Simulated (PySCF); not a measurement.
PySCF 2.14 output of an unrestricted wB97M-V calculation on a single atom or ion in aug-cc-pwCVTZ (7s6p4d2f, 59 functions), with no relativity, point nucleus:

```
SCF conv_tol = 1e-09
number electrons alpha = 5  beta = 1
    N. Mardirossian and M. Head-Gordon.,  J. Chem. Phys. 144, 214110 (2016)
cycle= 1 E= -72.9879968181928  delta_E= -0.00247  |g|= 0.00884  |ddm|= 0.17
cycle= 2 E= -72.9880178968442  delta_E= -2.11e-05  |g|= 0.000908  |ddm|= 0.0172
cycle= 3 E= -72.9880181760971  delta_E= -2.79e-07  |g|= 7.28e-05  |ddm|= 0.00238
cycle= 4 E= -72.9880181772222  delta_E= -1.13e-09  |g|= 6.96e-06  |ddm|= 7.06e-05
cycle= 5 E= -72.9880181772374  delta_E= -1.52e-11  |g|= 2.49e-07  |ddm|= 1.4e-05
converged SCF energy = -72.9880181772374  <S^2> = 6.0000091  2S+1 = 5.0000036
```

The run itself started from symmetry-adapted Hartree-Fock orbitals and held the occupation by maximum overlap, on a logarithmic radial grid, so the iterations belong to that start.

Q: Which element, charge and spin multiplicity is this?

A: O²⁺ (oxygen, charge +2), multiplicity 5; the state was [He] 2s1 2p3, high-spin 5S determinant (an excited configuration).
